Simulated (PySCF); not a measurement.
## `InChI=1S/C5H6S2/c1-6-5-3-2-4-7-5/h2-4H,1H3`

Molfile (atoms numbered from 1):
```
C5H6S2
     RDKit          3D

 13 13  0  0  0  0  0  0  0  0999 V2000
    2.6303   -0.0899    0.4131 C   0  0  0  0  0  0  0  0  0  0  0  0
    1.7387   -0.2065   -1.1470 S   0  0  0  0  0  0  0  0  0  0  0  0
    0.0816   -0.0087   -0.6228 C   0  0  0  0  0  0  0  0  0  0  0  0
   -1.0228   -0.0199   -1.4449 C   0  0  0  0  0  0  0  0  0  0  0  0
   -2.2378    0.1665   -0.7301 C   0  0  0  0  0  0  0  0  0  0  0  0
   -2.0482    0.3163    0.6167 C   0  0  0  0  0  0  0  0  0  0  0  0
   -0.3792    0.2312    1.0303 S   0  0  0  0  0  0  0  0  0  0  0  0
    2.3344   -0.8923    1.1053 H   0  0  0  0  0  0  0  0  0  0  0  0
    2.4797    0.8906    0.8889 H   0  0  0  0  0  0  0  0  0  0  0  0
    3.6937   -0.2068    0.1639 H   0  0  0  0  0  0  0  0  0  0  0  0
   -0.9583   -0.1575   -2.5250 H   0  0  0  0  0  0  0  0  0  0  0  0
   -3.2214    0.1886   -1.2016 H   0  0  0  0  0  0  0  0  0  0  0  0
   -2.7925    0.4722    1.3960 H   0  0  0  0  0  0  0  0  0  0  0  0
  1  2  1  0
  2  3  1  0
  3  4  2  0
  4  5  1  0
  5  6  2  0
  6  7  1  0
  7  3  1  0
  1  8  1  0
  1  9  1  0
  1 10  1  0
  4 11  1  0
  5 12  1  0
  6 13  1  0
M  END
```

Level of theory: quadratic response CAM-B3LYP/aug-cc-pVDZ first hyperpolarisability, Taylor convention, gas phase in PySCF 2.14.0. Geometry: PBE0-D3(BJ)/def2-SVP.

**Question.** Give the tensor of the static β(0;0,0) in the axes of these coordinates.

**Answer.** In au, Taylor convention; rows are the first index (the induced dipole):
```
       xx     yy    zz     xy     xz    yz
x  +259.6  +13.2  +7.5  -28.7  -76.1  +6.2
y   -28.7   -1.4  -0.4  +13.2   +6.2  +3.6
z   -76.1   +3.6  +9.7   +6.2   +7.5  -0.4
```
Norm of βᵢ = ⅓ Σⱼ (βᵢⱼⱼ + βⱼᵢⱼ + βⱼⱼᵢ): 288.9 au, hyper-Rayleigh value 121.5 au.
